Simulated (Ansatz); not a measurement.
(BeSe)n off (charge +1): gap (eV) at several levels, gas phase, relaxed structures; Ansatz. Clusters are the lowest isomers that short searches found in that spin, judged at the geometry's level. HOMO and LUMO are taken over both spins. The structures are stationary points that may keep the symmetry of their start.

```
species    state            geometry  PBE-D4/def2-SVP  PBE-D4/def2-TZVP  r2SCAN-D4/def2-TZVP  PBE0-D4/def2-SVP  PBE0-D4/def2-TZVP
Be2Se2⁺  doublet   PBE0-D4/def2-TZVP             0.89              0.89                 1.36              2.77               2.72
Be3Se2⁺  doublet     PBE-D4/def2-SVP             1.10              1.13                 1.34              2.31               2.37
Be5Se4⁺  doublet  r2SCAN-D4/def2-SVP             0.73              0.81                 1.39              2.28               2.39
```

(1) Estimate the rows for Be4Se3⁺ (doublet, B3LYP-D4/def2-SVP geometry).

(1) 
```csv
species,state,geometry,PBE-D4/def2-SVP,PBE-D4/def2-TZVP,r2SCAN-D4/def2-TZVP,PBE0-D4/def2-SVP,PBE0-D4/def2-TZVP
Be4Se3⁺,doublet,B3LYP-D4/def2-SVP,0.87,0.99,1.62,2.43,2.58
```

Over the 4 species that have every level, the mean is 0.90 at PBE-D4/def2-SVP, 0.96 at PBE-D4/def2-TZVP, 1.43 at r2SCAN-D4/def2-TZVP, 2.45 at PBE0-D4/def2-SVP, 2.51 at PBE0-D4/def2-TZVP. Orbital gaps grow with the share of exact exchange and aren't one observable across functionals.
